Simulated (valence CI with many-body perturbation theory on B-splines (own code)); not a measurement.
## Re³⁵⁺: E2, M1 decay

Computed by relativistic CI+MBPT: four valence electrons over a frozen Dirac-Fock core [Kr], radial functions for each j: 9 s, 9 p, 10 d, 8 f, 5 g, 3 h, 1 i, with the one-electron correlation potential Σ1, the two-electron term Σ2, the three-electron term Σ3, Breit, model QED; selected CI, second order for the rest (own B-spline code, finite nucleus).

No measured spectrum was set against this ion. As an estimate, large intervals hold to a few tenths of a per cent, small ones and those within an open d or f shell to about a per cent. Only levels of the ground parity were solved; by the run's estimate the other parity begins above the list, which can be wrong where configurations are misplaced.

Lines 1 to 50 of 120 in falling wavelength, among levels below 781000 cm⁻¹, chosen from the decays that carry over 1 % of a level's rate. Wavelengths and rates use the calculated energies. Electric multipoles are in the length gauge, E1 and E2 with the static RPA response of the core. Weak lines are less certain than strong ones. Lines between different terms over intervals too small for the method are left out, as are lines whose strength nearly cancels. The highest levels of a list are the least certain. Branching is blank where the lifetime is uncertain.

Levels are named by their leading jj configuration (3d3/2^4 stands for four electrons in 3d with j = 3/2), which in mixed levels can hold well under half, so a name can repeat and another be missing. Letters in brackets count levels of one name in rising energy.

```tsv
λ vac (Å)	Upper	Lower	Type	A (s⁻¹)	Branch %
8832	(4d3/2^2 4d5/2^2) J=6	(4d3/2^2 4d5/2^2) J=5	M1	1.09e+01	68.2
8623	(4d3/2^3 4d5/2) J=3	(4d3/2^3 4d5/2) J=2	M1	2.33e+01	46.9
7111	(4d3/2^3 4d5/2) J=3	(4d3/2^3 4d5/2) J=4	M1	2.63e+01	53.0
2483	(4d3/2^2 4d5/2^2) J=1	(4d3/2^2 4d5/2^2) J=0 [a]	M1	8.05e+02	1.3
2446	(4d3/2^2 4d5/2^2) J=4 [b]	(4d3/2^2 4d5/2^2) J=3 [a]	M1	4.74e+02	3.7
2328	(4d3/2^3 4d5/2) J=2	(4d3/2^3 4d5/2) J=1	M1	1.55e+03	98.0
2063	(4d3/2^2 4d5/2^2) J=2 [d]	(4d3/2^2 4d5/2^2) J=2 [c]	M1	9.36e+02	11.9
1849	(4d3/2^2 4d5/2^2) J=2 [b]	(4d3/2^2 4d5/2^2) J=2 [a]	M1	8.93e+02	4.9
1760	(4d3/2^2 4d5/2^2) J=4 [c]	(4d3/2^2 4d5/2^2) J=3 [b]	M1	5.01e+02	1.8
1586	(4d3/2 4d5/2^3) J=0	(4d3/2 4d5/2^3) J=1 [a]	M1	1.88e+03	2.9
1313	(4d3/2 4d5/2^3) J=3 [b]	(4d3/2^2 4d5/2^2) J=2 [d]	M1	1.09e+03	1.2
1259	(4d3/2 4d5/2^3) J=1 [b]	(4d3/2^2 4d5/2^2) J=0 [b]	M1	3.91e+03	3.4
1238	(4d3/2^2 4d5/2^2) J=4 [c]	(4d3/2^2 4d5/2^2) J=5	M1	3.47e+02	1.2
1144	(4d3/2^2 4d5/2^2) J=2 [d]	(4d3/2^2 4d5/2^2) J=2 [b]	M1	8.88e+02	11.3
1080	(4d3/2^2 4d5/2^2) J=2 [d]	(4d3/2^2 4d5/2^2) J=3 [b]	M1	3.48e+02	4.4
1075	(4d3/2^2 4d5/2^2) J=2 [c]	(4d3/2^2 4d5/2^2) J=2 [a]	M1	1.41e+03	1.5
1046	(4d3/2 4d5/2^3) J=3 [c]	(4d3/2 4d5/2^3) J=4 [a]	M1	1.03e+03	1.3
995.8	(4d3/2^2 4d5/2^2) J=4 [c]	(4d3/2^2 4d5/2^2) J=4 [a]	M1	4.19e+03	15.0
942.2	(4d3/2^2 4d5/2^2) J=2 [d]	(4d3/2^2 4d5/2^2) J=1	M1	1.81e+02	2.3
916.0	(4d3/2 4d5/2^3) J=2 [b]	(4d3/2 4d5/2^3) J=3 [a]	M1	2.69e+03	3.1
893.5	(4d3/2^2 4d5/2^2) J=4 [a]	(4d3/2^3 4d5/2) J=3	M1	6.22e+03	11.2
861.1	(4d3/2^2 4d5/2^2) J=3 [a]	(4d3/2^3 4d5/2) J=3	M1	3.20e+04	57.1
855.5	(4d3/2 4d5/2^3) J=3 [a]	(4d3/2^2 4d5/2^2) J=4 [b]	M1	4.99e+03	3.3
845.9	(4d3/2^2 4d5/2^2) J=2 [a]	(4d3/2^3 4d5/2) J=2	M1	1.76e+04	17.2
845.8	(4d3/2 4d5/2^3) J=2 [a]	(4d3/2^2 4d5/2^2) J=2 [c]	M1	5.39e+03	4.2
840.2	(4d3/2 4d5/2^3) J=1 [b]	(4d3/2^2 4d5/2^2) J=2 [d]	M1	1.86e+04	16.0
838.0	(4d3/2 4d5/2^3) J=3 [c]	(4d3/2^2 4d5/2^2) J=2 [d]	M1	4.87e+03	6.3
817.9	(4d5/2^4) J=2	(4d3/2 4d5/2^3) J=3 [c]	M1	9.00e+03	4.2
802.4	(4d3/2 4d5/2^3) J=3 [b]	(4d3/2^2 4d5/2^2) J=2 [c]	M1	1.45e+03	1.5
793.8	(4d3/2^2 4d5/2^2) J=4 [a]	(4d3/2^3 4d5/2) J=4	M1	4.92e+04	88.8
786.3	(4d3/2^3 4d5/2) J=1	(4d3/2^4) J=0	M1	5.39e+04	100.0
782.9	(4d3/2^2 4d5/2^2) J=3 [a]	(4d3/2^3 4d5/2) J=2	M1	2.40e+04	42.9
777.9	(4d3/2 4d5/2^3) J=1 [a]	(4d3/2^2 4d5/2^2) J=2 [b]	M1	7.10e+03	3.6
757.6	(4d3/2^2 4d5/2^2) J=2 [d]	(4d3/2^2 4d5/2^2) J=3 [a]	M1	7.80e+02	9.9
753.1	(4d5/2^4) J=4	(4d3/2 4d5/2^3) J=3 [b]	M1	7.08e+03	3.4
741.0	(4d3/2 4d5/2^3) J=2 [b]	(4d3/2^2 4d5/2^2) J=2 [d]	M1	3.79e+03	4.4
734.2	(4d3/2 4d5/2^3) J=5	(4d3/2^2 4d5/2^2) J=4 [b]	M1	2.62e+04	35.5
713.0	(4d3/2 4d5/2^3) J=4 [a]	(4d3/2^2 4d5/2^2) J=5	M1	6.10e+03	4.6
706.7	(4d3/2^2 4d5/2^2) J=2 [d]	(4d3/2^2 4d5/2^2) J=2 [a]	M1	1.80e+02	2.3
686.6	(4d3/2^2 4d5/2^2) J=5	(4d3/2^3 4d5/2) J=4	M1	2.95e+04	99.8
686.1	(4d3/2^2 4d5/2^2) J=0 [b]	(4d3/2^2 4d5/2^2) J=1	M1	2.89e+04	
679.0	(4d3/2 4d5/2^3) J=1 [a]	(4d3/2^2 4d5/2^2) J=1	M1	3.60e+04	18.3
665.3	(4d3/2 4d5/2^3) J=5	(4d3/2^2 4d5/2^2) J=6	M1	1.44e+04	19.5
651.1	(4d3/2^2 4d5/2^2) J=1	(4d3/2^3 4d5/2) J=2	M1	6.25e+04	97.4
647.3	(4d3/2 4d5/2^3) J=6	(4d3/2^2 4d5/2^2) J=6	M1	2.90e+04	45.2
644.7	(4d3/2 4d5/2^3) J=3 [c]	(4d3/2^2 4d5/2^2) J=4 [c]	M1	3.43e+04	44.4
643.0	(4d3/2^2 4d5/2^2) J=3 [b]	(4d3/2^3 4d5/2) J=3	M1	7.12e+03	
642.2	(4d3/2 4d5/2^3) J=4 [a]	(4d3/2^2 4d5/2^2) J=3 [a]	M1	3.25e+04	24.4
639.9	(4d3/2^2 4d5/2^2) J=0 [a]	(4d3/2^3 4d5/2) J=1	M1	1.56e+05	100.0
637.1	(4d3/2^2 4d5/2^2) J=6	(4d3/2^3 4d5/2) J=4	E2	5.08e+00	31.8
```
